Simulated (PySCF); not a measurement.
# Orbital picture of SrSn⁺

M06-2X at R = 3.043 Å; Sr def2-SVP with ECP28, Sn def2-SVP with ECP28; scalar-relativistic core potentials (PySCF 2.14). State: ⁴Σ⁻ (quartet), unpaired electrons σ ↑, π ↑↑. Only the outer orbitals are listed, counted within each symmetry, core potentials removing the inner ones.

| spin | orbital | occ. | ε (eV) | on Sr (%) | main shells (%) |
| --- | --- | --- | --- | --- | --- |
| α | 3π | 1 | -32.27 | 100 | 100 Sr p |
| α | 3π | 1 | -32.27 | 100 | 100 Sr p |
| α | 5σ | 1 | -32.24 | 99 | 99 Sr p |
| α | 6σ | 1 | -17.43 | 6 | 94 Sn s |
| α | 7σ | 1 | -10.29 | 40 | 56 Sn p, 29 Sr s, 8 Sr d |
| α | 4π | 1 | -9.61 | 23 | 76 Sn p, 18 Sr d |
| α | 4π | 1 | -9.61 | 23 | 76 Sn p, 18 Sr d |
| α | 8σ | 0 | -5.52 | 88 | 68 Sr s, 15 Sr p, 12 Sn p |
| α | 9σ | 0 | -4.65 | 95 | 65 Sr d, 29 Sr p |
| α | 5π | 0 | -4.29 | 85 | 78 Sr d, 14 Sn p |
| β | 3π | 1 | -32.16 | 100 | 100 Sr p |
| β | 3π | 1 | -32.16 | 100 | 100 Sr p |
| β | 5σ | 1 | -31.95 | 99 | 99 Sr p |
| β | 6σ | 1 | -14.06 | 15 | 84 Sn s |
| β | 7σ | 0 | -7.62 | 97 | 99 Sr s |
| β | 4π | 0 | -6.23 | 75 | 40 Sr p, 35 Sr d, 25 Sn p |
| β | 4π | 0 | -6.23 | 75 | 40 Sr p, 35 Sr d, 25 Sn p |

Which are the highest filled and the lowest empty level, where do they sit, and how wide is the gap?

Highest filled α 4π at -9.61 eV (in %: 76 Sn p, 18 Sr d); lowest empty β 7σ at -7.62 eV (in %: 99 Sr s); the gap at M06-2X is 1.99 eV.

```json
{
 "bond order (Mayer)": "1.44",
 "⟨S²⟩": "3.755",
 "charge on Sr (Mulliken, basis-dependent)": "0.93",
 "charge on Sr (Löwdin, basis-dependent)": "0.70",
 "dipole moment (positive dipole points towards Sn; it is taken about the centre of mass and depends on that origin)": "-11.40 D"
}
```

Spin–orbit coupling is left out. The state is the lowest determinant that a PBE0 search found; another state may lie lower at other levels.
